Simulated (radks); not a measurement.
Results of a calculation; reference values are marked as such.
Task: Numerical settings for the molybdenum ion Mo30+, [Ne] 3s2. Code: a radial shooting solver on a logarithmic mesh with Libxc functionals. Model: Dirac Kohn-Sham, LDA (Slater exchange, Perdew-Wang correlation), spin-unpolarised, spherical densities, finite nucleus; Fermi nuclear charge, rms radius 4.4091 fm. The defaults (mesh step 0.008 in ln r, mesh end at 40 bohr or more with all orbitals vanishing there, Anderson mixing 0.5 over 9 steps, residual threshold near 1e-9 with the energy settled to 1e-9 hartree or 1e-11 of itself, here a cap of 70 iterations) give E = -3366.7939 hartree and 3s1/2 at -1702.4 eV in 13 iterations. Run on one thread of a shared host, so times are rough (Arm Neoverse V1): 0.05 s of CPU time, 0.05 s wall, 13 iterations on 2189 mesh points. One setting is changed at a time: mesh step in ln r 0.05; mesh step in ln r 0.12; mesh step in ln r 0.02; mesh end (bohr) 20; mesh end (bohr) 400; residual threshold 0.1; residual threshold 1e-05; mixing 0.05; linear mixing, mixing 0.05; linear mixing, mixing 0.8; mixing history 3; iteration cap 2. Which runs fail to converge, and which converge to a wrong energy?

Result: Not converged within the cap: mesh step in ln r 0.12; linear mixing, mixing 0.05; iteration cap 2. No run marked as converged misses the energy by more than 1 mhartree.
